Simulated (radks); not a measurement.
The numbers below are computed, except where a source is named.
Polarisability of the magnesium ion Mg5+, [He] 2s2 2p3, at imaginary frequency. Level of theory: scalar-relativistic Kohn-Sham, LDA (Slater exchange, Perdew-Wang correlation), spin-polarised, spherical densities, finite nucleus; open shells are filled with parallel spins first; Fermi nuclear charge, rms radius 3.057 fm (a radial shooting solver on a logarithmic mesh with Libxc functionals). Response by self-consistent Sternheimer equations with the Hartree and adiabatic LDA kernel, the relativistic mass of each level held fixed and spin-orbit coupling left out.

| w (hartree) | alpha1(iw) (bohr^3) |
|---|---|
| 0.00266 | 0.2698 |
| 0.0143 | 0.2698 |
| 0.0360 | 0.2697 |
| 0.0697 | 0.2693 |
| 0.118 | 0.2683 |
| 0.186 | 0.2660 |
| 0.280 | 0.2614 |
| 0.413 | 0.2527 |
| 0.605 | 0.2370 |
| 0.892 | 0.2121 |
| 1.35 | 0.1782 |
| 2.12 | 0.1399 |
| 3.59 | 0.09872 |
| 6.94 | 0.05223 |
| 17.5 | 0.01370 |

Static values: alpha1 = 0.2698 bohr^3 (0.03998 angstrom^3; uncoupled 0.3407). C6 = 0.1336, triple-dipole C9 = 0.02315 atomic units. One-pole (London) frequency 4 C6 / (3 alpha1^2) = 2.447 hartree, against 6.199 for minus the highest occupied eigenvalue.
